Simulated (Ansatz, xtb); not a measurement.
BCaO: which of two structures lies lower

We compare X, `O=[B][Ca]`, a doublet, with Y, a doublet given by its coordinates. Both are isolated molecules in the gas phase, relaxed with PBE0-D3(BJ)/pcseg-1.

X (Å):

| atom | x (Å) | y (Å) | z (Å) |
| --- | --- | --- | --- |
| B | 0.0000 | 0.0000 | -0.4526 |
| Ca | 0.0000 | 0.0000 | 2.1193 |
| O | 0.0000 | 0.0000 | -1.6666 |

Y (Å):

```xyz
3

B     0.0000    0.0000   -1.5447
Ca    0.0000    0.0000    1.8133
O     0.0000    0.0000   -0.2686
```

Close contacts (Å): B1–O3 1.28, Ca2–O3 2.08.

Problem. Estimate E(Y) − E(X) at the level CCSD(T)/def2-TZVPP.

Solution. Calculated at CCSD(T)/def2-TZVPP: E(Y) − E(X) = −0.151 eV, so structure Y lies lower.

How the difference moves with the method:

```tsv
level	geometry	E(Y) − E(X) (eV)	departure from the last row (eV)	job, with rough time for the two
PBE0-D3(BJ)/pcseg-1	PBE0-D3(BJ)/pcseg-1	−0.109	+0.041	optimisation, 89 s
HF/def2-TZVPP	PBE0-D3(BJ)/pcseg-1	−0.438	−0.287	part of the CCSD(T) run
MP2/def2-TZVPP	PBE0-D3(BJ)/pcseg-1	−0.064	+0.086	part of the CCSD(T) run
CCSD(T)/def2-TZVPP	PBE0-D3(BJ)/pcseg-1	−0.151		single point, 33 s
```

The levels shown agree on the order. The largest departure from CCSD(T)/def2-TZVPP is that of HF/def2-TZVPP, 0.287 eV. Levels run at GFN2-xTB geometries aren't shown.

With harmonic frequencies from PBE0-D3(BJ)/pcseg-1 (ideal gas, rigid rotor, one conformer each, 298.15 K, 1 atm): on the last row, ΔE + ΔZPE = −0.181 eV. A mode under 50 cm⁻¹ makes harmonic enthalpies and free energies unreliable, so none is given.

Open shells are spin-unrestricted. The correlated steps freeze 7 core orbitals; the last core shell of Ca is correlated, in a basis made for valence electrons. Programs: Ansatz 0.2.0; the last row on 1 thread of Intel(R) Xeon(R) Platinum 8259CL CPU @ 2.50GHz (Skylake/Cascade Lake) on a shared host.
